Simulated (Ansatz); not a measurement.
Molecule: WO₃, net charge 1, doublet state. The spin state was set by rule; other spins were not relaxed. 
Geometry from a B3LYP-D3(BJ)/def2-TZVP (Ansatz, an electronic-structure program) optimisation:
```
W
O 1 1.6962
O 1 1.6962 2 105.71
O 1 1.8279 2 101.58 3 -105.69
```
Charge +1, spin multiplicity 2.

Parts of the frozen-core correlation energy in def2-TZVPP (Ansatz, hartree). Frozen orbitals: 7; correlated occupied orbitals by spin: 12 and 11; virtual: 130 and 131. UHF or UKS for open shells. No spin-orbit coupling. In def2 rows, elements after Kr have scalar-relativistic effective core potentials. The program attaches cautions to this run: large difference.

| term | value |
|---|---|
| reference (HF) | -290.73628 |
| MP2 opposite-spin | (withheld) |
| MP2 same-spin | -0.24760 |
| CCSD correlation | (withheld) |
| (T) | (withheld) |
| T1 diagnostic | 0.092 |
| largest doubles amplitude | 0.044 |
| <S^2> of the reference | 1.488 |

Fill in the missing entries.


- MP2 opposite-spin, value: -0.60933
- CCSD correlation, value: -0.88600
- (T), value: -0.06007
